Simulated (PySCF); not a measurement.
## Highest orbital energy against ionisation energy along the 4p block

Calculated with PySCF 2.14, no spin-orbit coupling. Each cell gives −ε(HOMO) / ΔSCF in eV; NIST values include spin-orbit coupling, (s) semi-empirical, (t) theoretical.

```
                                 species              UHF              LDA              PBE             PBE0           r2SCAN  NIST (lowest levels)
Ga²⁺ (aug-cc-pVTZ-PP with ECP10MDF, ECP)  29.739 / 29.631  26.970 / 31.862  26.574 / 31.473  27.514 / 31.107  27.029 / 31.298                30.726
Ge²⁺ (aug-cc-pVTZ-PP with ECP10MDF, ECP)  32.445 / 32.193  29.576 / 34.765  29.142 / 34.301  30.196 / 33.959  29.517 / 34.026                34.058
As²⁺ (aug-cc-pVTZ-PP with ECP10MDF, ECP)  27.809 / 27.481  23.125 / 28.133  23.111 / 27.974  24.456 / 28.032  23.618 / 28.262        28.349 ± 0.012
Se²⁺ (aug-cc-pVTZ-PP with ECP10MDF, ECP)  31.442 / 30.996  26.224 / 31.643  26.201 / 31.467  27.702 / 31.554  26.761 / 31.783        31.697 ± 0.019
Br²⁺ (aug-cc-pVTZ-PP with ECP10MDF, ECP)  35.192 / 34.637  29.366 / 35.186  29.348 / 35.017  31.020 / 35.152  29.993 / 35.395        34.871 ± 0.019
Kr²⁺ (aug-cc-pVTZ-PP with ECP10MDF, ECP)  35.147 / 34.336  29.900 / 35.728  29.799 / 35.440  31.417 / 35.482  30.272 / 35.575         35.838 ± 0.02
```

Task: How far is −ε(HOMO) from ΔSCF on average for each method, and why?

Result: UHF 0.42 eV; LDA -5.36 eV; PBE -5.25 eV; PBE0 -3.83 eV; r2SCAN -4.86 eV. Hartree-Fock orbital energies lack relaxation and so exceed the ΔSCF value; semilocal functionals have convex E(N) from self-interaction, so their HOMO lies far too high; exact exchange moves hybrids part of the way back.
